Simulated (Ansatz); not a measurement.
C2H9N2Nb, SMILES `[CH3][Nb]([CH3])(=[NH])[NH2]`. The species carries charge 0 and has multiplicity 1. Nb takes the def2 core potential. The geometry is a stationary point of PBE0-D4/def2-TZVP. It is one conformer, not always the lowest.

```xyz
14

C    -1.886    0.285   -0.635
Nb    0.161    0.276    0.080
C     0.673   -1.660    0.914
N     0.264    1.440    1.373
N     1.434    0.842   -1.312
H    -2.257    1.274   -0.912
H    -2.538   -0.102    0.159
H    -1.986   -0.377   -1.506
H    -0.107   -1.952    1.628
H     1.629   -1.679    1.443
H     0.705   -2.417    0.119
H     0.310    2.105    2.130
H     2.042    1.646   -1.310
H     1.556    0.320   -2.171
```

Task: What is the dipole moment at r2SCAN/def2-TZVPP? (Best estimate.)

Result: The calculation gave: 1.48 D, with components (0.81, 0.08, -1.24) D in this frame, pointing from negative to positive charge.

Task: And with PBE, B3LYP, ωB97M-V? (Best estimate.)

Result: The calculation gave: PBE 1.46 D, B3LYP 1.47 D, ωB97M-V 1.48 D.

Task: Give the Mulliken charges with r2SCAN, B3LYP, ωB97M-V in def2-TZVPP. (Estimate.)

Result: Ansatz gave: 
```json
{"atom": "C1", "r2SCAN": "-0.45", "B3LYP": "-0.55", "ωB97M-V": "-0.58"}
{"atom": "Nb2", "r2SCAN": "1.25", "B3LYP": "1.34", "ωB97M-V": "1.19"}
{"atom": "C3", "r2SCAN": "-0.45", "B3LYP": "-0.55", "ωB97M-V": "-0.58"}
{"atom": "N4", "r2SCAN": "-0.69", "B3LYP": "-0.68", "ωB97M-V": "-0.61"}
{"atom": "N5", "r2SCAN": "-0.60", "B3LYP": "-0.57", "ωB97M-V": "-0.51"}
{"atom": "H6", "r2SCAN": "0.08", "B3LYP": "0.10", "ωB97M-V": "0.13"}
{"atom": "H7", "r2SCAN": "0.08", "B3LYP": "0.10", "ωB97M-V": "0.13"}
{"atom": "H8", "r2SCAN": "0.06", "B3LYP": "0.08", "ωB97M-V": "0.11"}
{"atom": "H9", "r2SCAN": "0.08", "B3LYP": "0.10", "ωB97M-V": "0.13"}
{"atom": "H10", "r2SCAN": "0.08", "B3LYP": "0.10", "ωB97M-V": "0.13"}
{"atom": "H11", "r2SCAN": "0.06", "B3LYP": "0.08", "ωB97M-V": "0.11"}
{"atom": "H12", "r2SCAN": "0.16", "B3LYP": "0.15", "ωB97M-V": "0.12"}
{"atom": "H13", "r2SCAN": "0.18", "B3LYP": "0.16", "ωB97M-V": "0.14"}
{"atom": "H14", "r2SCAN": "0.15", "B3LYP": "0.13", "ωB97M-V": "0.11"}
```

B3LYP here is the variant with VWN-RPA as its local correlation; programs differ in this.
